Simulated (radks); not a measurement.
Results of a calculation; reference values are marked as such.
Species: Sr. Configuration: [Kr] 5s2. Code: a radial shooting solver on a logarithmic mesh with Libxc functionals. Model: Dirac Kohn-Sham, PBE, spin-unpolarised, spherical densities, point nucleus.

Unscreened Slater integrals over Kohn-Sham orbitals (cm^-1). Large and small components are both included. Empty in this configuration: 5p1/2.

\begin{tabular}{lr}
integral & value \\ \hline
F0(5s1/2,5s1/2) & 45712 \\
F0(5s1/2,4p3/2) & 57971 \\
G1(5s1/2,4p3/2) & 3866.4 \\
F0(5s1/2,4p1/2) & 58084 \\
G1(5s1/2,4p1/2) & 3658.7 \\
F0(5s1/2,4s1/2) & 58700 \\
G0(5s1/2,4s1/2) & 2205.2 \\
F0(5s1/2,5p1/2) & 38391 \\
G1(5s1/2,5p1/2) & 23347 \\
F0(4p3/2,4p3/2) & 125480 \\
F2(4p3/2,4p3/2) & 65692 \\
F0(4p3/2,4p1/2) & 126830 \\
G2(4p3/2,4p1/2) & 66324 \\
F0(4p3/2,4s1/2) & 134340 \\
G1(4p3/2,4s1/2) & 89679 \\
F0(4p3/2,5p1/2) & 44159 \\
G2(4p3/2,5p1/2) & 1805.7 \\
F0(4p1/2,4p1/2) & 128220 \\
F0(4p1/2,4s1/2) & 136040 \\
G1(4p1/2,4s1/2) & 91727 \\
F0(4p1/2,5p1/2) & 44217 \\
G0(4p1/2,5p1/2) & 1454.6 \\
F0(4s1/2,4s1/2) & 145590 \\
F0(4s1/2,5p1/2) & 44541 \\
G1(4s1/2,5p1/2) & 2096.1 \\
F0(5p1/2,5p1/2) & 33982 \\
\end{tabular}
